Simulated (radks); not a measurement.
Task: The table gives one normalised radial function P(r) = r R(r) of Mg4+ in [He] 2s2 2p4 (r in bohr). All-electron calculation, scalar-relativistic Kohn-Sham, r2SCAN, spin-polarised, spherical densities, finite nucleus; open shells are filled with parallel spins first; meta-GGA in the generalised Kohn-Sham scheme; Fermi nuclear charge, rms radius 3.057 fm. Program: a radial shooting solver on a logarithmic mesh with Libxc functionals.

r          P
0.006225  0.0023
0.00837   0.0041
0.01134   0.0074
0.01525   0.0130
0.02067   0.0230
0.02779   0.0398
0.03766   0.0688
0.05063   0.1152
0.06862   0.1908
0.09226   0.3019
0.125     0.4631
0.1681    0.6657
0.2278    0.9034
0.3063    1.1165
0.4151    1.2410
0.5582    1.1953
0.7564    0.9592
1.017     0.6174
1.378     0.2890
1.853     0.0930

Which n and l does it have? It may be an empty orbital.

Result: n = 2, l = 1: the number of nodes gives n - l - 1 = 0, the rise at small r (about r^(l+1)) gives l, and the extent must fit the shell. The curve is that of 2p up; the table hardly tells the two spins apart. 2p up: eigenvalue -133.56 eV, 0 radial nodes, <r> = 0.599 bohr, 90 % of the charge inside 0.992 bohr.
